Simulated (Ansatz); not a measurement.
[CdCl4]2- (CdCl4²⁻) was relaxed with PBE0-D4 (def2-SVPD) in Ansatz in these states: charge -1 doublet, charge -2 singlet. The geometries follow in no particular order.

In the def2 sets Cd takes a core potential; there is no spin–orbit coupling. A multiply charged anion in the gas phase is held together partly by the finite basis.

A:

```xyz
5

Cd   -0.0001    0.0001    0.0002
Cl   -2.0296    1.5237   -0.1430
Cl   -0.6277   -2.3260   -0.8108
Cl    0.7945   -0.1290    2.4111
Cl    1.8629    0.9312   -1.4575
```

B:

| atom | x (Å) | y (Å) | z (Å) |
| --- | --- | --- | --- |
| Cd1 | 0.434 | 0.237 | -0.059 |
| Cl2 | 2.120 | -0.950 | -1.294 |
| Cl3 | -1.108 | -1.421 | 1.328 |
| Cl4 | -2.029 | -0.290 | -0.899 |
| Cl5 | 0.584 | 2.424 | 0.923 |

**Question.** Judge from the bond lengths which geometry belongs to which state (an estimate).

**Answer.** A is the charge -2 singlet (Cd1–Cl5 2.542 Å, Cd1–Cl2 2.542 Å, Cd1–Cl4 2.542 Å); B is the charge -1 doublet (Cd1–Cl5 2.403 Å, Cd1–Cl2 2.403 Å, Cd1–Cl4 2.655 Å).

In the charge -1 doublet, Cl3 and Cl4 lie 2.66 Å apart (atoms count from 1), so these atoms are partly bonded to each other.
